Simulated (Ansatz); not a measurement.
The first iterations of a band of C₂H₄BO (8 atoms, charge -1, multiplicity 1).

Theory: RKS PBE/def2-SVP (Ansatz 0.2.0).

```json
{
 "movable images": "8",
 "climbing image": "no",
 "spring": "5.0 eV/Å²",
 "optimiser": "quadratic models (default)",
 "start path": "IDPP",
 "force threshold": "0.05 eV/Å",
 "iteration limit": "29",
 "end points": "relaxed"
}
```

Image 0:

```xyz
8
Properties=species:S:1:pos:R:3
C -0.907 1.280 -0.250
B -0.090 0.079 -0.202
C 0.784 -1.052 0.421
O 0.466 -0.964 -1.007
H -1.347 1.680 -1.185
H -1.145 1.878 0.651
H 0.365 -1.957 0.924
H 1.872 -0.944 0.649
```

Image 9:

```xyz
8
Properties=species:S:1:pos:R:3
C -0.906 1.281 -0.250
B -0.090 0.079 -0.202
C 0.784 -1.052 0.420
O 0.466 -0.965 -1.008
H -1.145 1.878 0.651
H -1.345 1.681 -1.185
H 0.365 -1.958 0.923
H 1.872 -0.944 0.650
```

| iteration | highest image above the first end (eV) | largest band force component (eV/Å) |
| --- | --- | --- |
| 1 | 1.419 | 1.081 |
| 2 | 1.356 | 0.594 |

**Question.** Does the band converge within its limit, and where does its top end?

**Answer.** The forces met the threshold. It ended after 8 iterations with the highest image 1.191 eV above the first end. No image climbed, so the highest image needn't sit at the top of the path. Limits of this set-up: an anion without diffuse functions, the dipole of an ion depends on the origin.

Time of the run: 6.8 min on 1 thread of Intel(R) Xeon(R) Processor @ 2.50GHz (Skylake/Cascade Lake), with other jobs on the host, peak memory 0.14 GiB.
